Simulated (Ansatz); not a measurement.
C5H7O (SMILES O=C1C[CH]CC1), doublet, at a GFN2-xTB geometry; Ansatz (a quantum-chemistry and plane-wave program) with HF/6-31G.

Here is a job for Ansatz.
Ansatz 0.2 input:
```yaml
crystal:
  periodic: [false, false, false]
  atoms:
    - {symbol: O, position_ang: [0.86621014, 1.85237695, 0.41932361]}
    - {symbol: C, position_ang: [0.38773803, 0.78407659, 0.14767026]}
    - {symbol: C, position_ang: [1.13031082, -0.53613109, 0.11823589]}
    - {symbol: C, position_ang: [0.10007293, -1.55394979, -0.15458499]}
    - {symbol: C, position_ang: [-1.26070984, -0.97661338, -0.25052557]}
    - {symbol: C, position_ang: [-1.05781867, 0.53986589, -0.23544941]}
    - {symbol: H, position_ang: [1.66128402, -0.68928119, 1.06737361]}
    - {symbol: H, position_ang: [1.91559679, -0.49273990, -0.64885048]}
    - {symbol: H, position_ang: [0.29771513, -2.60671782, -0.19899775]}
    - {symbol: H, position_ang: [-1.88455267, -1.29697329, 0.59621214]}
    - {symbol: H, position_ang: [-1.78395604, -1.31528364, -1.15171294]}
    - {symbol: H, position_ang: [-1.21184967, 0.97718791, -1.22415264]}
    - {symbol: H, position_ang: [-1.72147821, 1.06130286, 0.45346232]}
basis:
  gaussian:
    orbitals: 6-31G
    nuclear_model: gaussian
hamiltonian:
  xc: hf
magnetization: {spin_polarized: true, initial_magnetization: 1}
```

Task: Write the output that Ansatz gives for this input, abridged.

Result: 
```
Functional definition: HF
934 factors; integrals over basis functions are off by at most 2.2e-4 eV
mean field evaluation 1: about -7291.6498 eV, gradient 2.8e1 eV
mean field evaluation 2: about -7291.6570 eV, gradient 2.8e1 eV
mean field evaluation 4: about -7295.7999 eV, gradient 3.6e0 eV
mean field evaluation 8: about -7295.9382 eV, gradient 1.9e-1 eV
mean field evaluation 16: about -7295.4575 eV, gradient 3.2e0 eV
mean field evaluation 32: about -7285.5637 eV, gradient 1.1e1 eV
mean field -7295.93926633 eV, -268.1208226724 hartree, gradient 5.1e-5 eV, S^2 0.766056; 0 other end points of the search recorded, 0 dependent functions left out
reference -7295.93926633 eV, -268.1208226724 hartree; 23, 22 occupied and 45, 46 virtual orbitals, 934 factors
Total energy: -7295.93926633 eV, -268.1208226724 hartree
```
